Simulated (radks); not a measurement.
Species: the xenon ion Xe+. Configuration: [Kr] 4d10 5s2 5p5. All-electron calculation, Dirac Kohn-Sham, LDA (Slater exchange, Perdew-Wang correlation), spin-unpolarised, spherical densities, finite nucleus; open shells fill j = l - 1/2 first; Fermi nuclear charge, rms radius 4.7859 fm. Program: a radial shooting solver on a logarithmic mesh with Libxc functionals.

Radial electron density D(r) = 4 pi r^2 rho(r):

```
   r/bohr * D(r) (the largest magnitude, 90.3, reaches the edge; | marks zero)
 0.002196 |    *
 0.002905 |      *
 0.003875 |          *
 0.005127 |                *
 0.006838 |                      *
 0.009048 |                              *
  0.01207 |                                     *
   0.0161 |                                          *
   0.0213 |                                          *
   0.0284 |                                       *
  0.03758 |                                     *
  0.05013 |                                          *
  0.06632 |                                                   *
  0.08846 |                                                      *
    0.117 |                                             *
   0.1561 |                                       *
   0.2082 |                                            *
   0.2755 |                                           *
   0.3674 |                        *
   0.4862 |               *
   0.6484 |                 *
   0.8579 |             *
    1.144 |      *
    1.514 |   *
    2.019 |  *
    2.693 |*
    3.564 *
    4.753 *
    6.289 *
```

D(r) has 4 maxima, at r = 0.0187, 0.0823, 0.237, 0.670 bohr, and minima at 0.0364, 0.155, 0.494 bohr, inside which lie 2.02, 11.16, 29.00 electrons.
